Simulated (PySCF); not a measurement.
H3O3Si (SMILES O[Si](O)O), doublet, at a GFN2-xTB geometry.

Input for PySCF:
```python
from pyscf import gto, scf

mol = gto.M(
    atom='''
O    -0.843175   -0.876036   -0.914558
Si   -0.169416   -0.080382    0.342912
O    -0.285085    1.517739   -0.033164
O     1.370660   -0.579478    0.490977
H    -1.581782   -0.473457   -1.362889
H     0.234136    2.152053    0.452111
H     1.780269   -1.051053   -0.236026
''',
    basis='def2-sv(p)',
    charge=0,
    spin=1,
    verbose=3,
)

mf = scf.UHF(mol)
mf = mf.density_fit(auxbasis='def2-universal-jkfit')
mf.kernel()
mf.analyze()
```

Task: Give the total energy at the level DF-HF/def2-SV(P) in PySCF.

Result: -515.0576 Eh

Task: Predict the dipole moment from DF-HF/def2-SV(P).

Result: 0.88 D

These values belong to the state on which the SCF converged, which isn't shown to be the lowest.
